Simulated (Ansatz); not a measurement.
## Nudged elastic band run: F$_{3}$H$_{3}$NSi

Input:

```yaml
crystal:
  periodic: [false, false, false]
  atoms:
    - { symbol: H, position_ang: [-0.2718, -0.045999, 0.08261] }
    - { symbol: Si, position_ang: [0.402694, -0.477634, -1.138591] }
    - { symbol: F, position_ang: [1.636592, 0.511511, -1.509278] }
    - { symbol: F, position_ang: [1.017248, -1.97262, -0.987323] }
    - { symbol: F, position_ang: [-0.600682, -0.494086, -2.413765] }
    - { symbol: "N", position_ang: [-1.080511, 0.594335, 1.768773] }
    - { symbol: H, position_ang: [-0.775353, 1.633599, 1.728264] }
    - { symbol: H, position_ang: [-0.328088, 0.250894, 2.46931] }
magnetization:
  spin_polarized: true
  initial_magnetization: 1
basis:
  gaussian: { orbitals: STO-3G }
hamiltonian:
  xc: cam_b3lyp
  dispersion: d4
neb:
  order_check: false
  images: 5
  f_tol: 0.05
  max_iterations: 60
  initial_path: linear
  final_atoms:
    - { symbol: H, position_ang: [-0.60004551, 0.20740595, 0.75982748] }
    - { symbol: Si, position_ang: [0.40428523, -0.50477881, -1.18589399] }
    - { symbol: F, position_ang: [1.66433803, 0.4663563, -1.58619377] }
    - { symbol: F, position_ang: [1.08400665, -1.99541961, -1.12547443] }
    - { symbol: F, position_ang: [-0.48750191, -0.55049427, -2.55975807] }
    - { symbol: "N", position_ang: [-1.00458697, 0.57069922, 1.67809955] }
    - { symbol: H, position_ang: [-0.75521496, 1.59672912, 1.63624467] }
    - { symbol: H, position_ang: [-0.30518055, 0.2095021, 2.38314856] }
```

Launched with:

```bash
$ ansatz run input.yaml --threads 1 --pin off --max-ram 2048MiB --backend cpu --events-out ev --progress --plain --runs-dir out
```

Output, in part (warnings, iteration lines, the closing report on the highest movable image, with atoms numbered from 0):

```
NEB end point (image 0): max|allowed force component| = 1.423e-2 eV/Å (the criterion of neb.relax_end_points is 1.000e-2)
NEB end point (image 6): max|allowed force component| = 6.547e-3 eV/Å (the criterion of neb.relax_end_points is 1.000e-2)
NEB iter   1: max|band force component| = 3.118e0 eV/Å  barrier→ = 0.6195 eV  barrier← = 1.1559 eV  Δτ_max = 0.2000 Å  (187 SCF iters)
NEB iter   2: max|band force component| = 1.477e0 eV/Å  barrier→ = 0.0780 eV  barrier← = 0.6145 eV  Δτ_max = 0.1868 Å  (145 SCF iters)
NEB iter   3: max|band force component| = 2.127e0 eV/Å  barrier→ = 0.0375 eV  barrier← = 0.5739 eV  Δτ_max = 0.0684 Å  (145 SCF iters)
NEB iter   4: max|band force component| = 6.732e-1 eV/Å  barrier→ = 0.0263 eV  barrier← = 0.5627 eV  Δτ_max = 0.0524 Å  (144 SCF iters)
NEB iter   5: max|band force component| = 1.811e-1 eV/Å  barrier→ = 0.0247 eV  barrier← = 0.5611 eV  CI = image 2  Δτ_max = 0.0382 Å  (146 SCF iters)
NEB iter   6: max|band force component| = 1.465e-1 eV/Å  barrier→ = 0.0239 eV  barrier← = 0.5604 eV  CI = image 2  Δτ_max = 0.0159 Å  (137 SCF iters)
NEB iter   7: max|band force component| = 8.062e-2 eV/Å  barrier→ = 0.0236 eV  barrier← = 0.5600 eV  CI = image 2  Δτ_max = 0.0061 Å  (137 SCF iters)
NEB iter   8: max|band force component| = 1.682e-2 eV/Å  barrier→ = 0.0236 eV  barrier← = 0.5600 eV  CI = image 2  Δτ_max = 0.0000 Å  (248 SCF iters)
Total energy: -17331.73169468 eV, -636.9293919100 hartree
Atom 0 at    -0.390001    -0.036748     0.263547 Å, force     0.004359     0.002535     0.002325 eV/Å
Atom 1 at     0.344603    -0.442018    -1.008120 Å, force    -0.008278    -0.005200    -0.006266 eV/Å
Atom 2 at     1.605169     0.540980    -1.314008 Å, force     0.000627    -0.004403     0.001126 eV/Å
Atom 3 at     0.945176    -1.950913    -0.923027 Å, force     0.005615     0.004223     0.002705 eV/Å
Atom 4 at    -0.608016    -0.394637    -2.324684 Å, force    -0.000584     0.003735     0.000843 eV/Å
Atom 5 at    -0.980483     0.485057     1.606657 Å, force    -0.003342    -0.001986    -0.002143 eV/Å
Atom 6 at    -0.781731     1.536333     1.459743 Å, force     0.000499     0.001731     0.000013 eV/Å
Atom 7 at    -0.134617     0.261945     2.239892 Å, force     0.001105    -0.000635     0.001397 eV/Å
Dipole moment:     0.170601     0.233869     0.240949 e Å
```

The forces met the threshold. Another band between the same ends (5 images) ends at a top of the same energy, where a vibrational analysis finds 1 clearly imaginary mode. Limits of this set-up: minimal basis.

Final band (atoms are numbered from 1 in the order of the input):

```json
{"image": "0", "path coordinate (Å)": "0.00", "energy (eV)": "0.000", "H1–Si2 (Å)": "1.46", "H1–N6 (Å)": "1.98"}
{"image": "1", "path coordinate (Å)": "0.32", "energy (eV)": "0.004", "H1–Si2 (Å)": "1.47", "H1–N6 (Å)": "1.85"}
{"image": "2", "path coordinate (Å)": "0.64", "energy (eV)": "0.024", "H1–Si2 (Å)": "1.52", "H1–N6 (Å)": "1.56"}
{"image": "3", "path coordinate (Å)": "0.92", "energy (eV)": "-0.244", "H1–Si2 (Å)": "1.77", "H1–N6 (Å)": "1.21"}
{"image": "4", "path coordinate (Å)": "1.20", "energy (eV)": "-0.489", "H1–Si2 (Å)": "2.03", "H1–N6 (Å)": "1.08"}
{"image": "5", "path coordinate (Å)": "1.47", "energy (eV)": "-0.532", "H1–Si2 (Å)": "2.22", "H1–N6 (Å)": "1.07"}
{"image": "6", "path coordinate (Å)": "1.75", "energy (eV)": "-0.536", "H1–Si2 (Å)": "2.30", "H1–N6 (Å)": "1.07"}
```

The run took 120 s on 1 thread of Arm Neoverse V1 (shared host), peak memory 0.14 GiB.
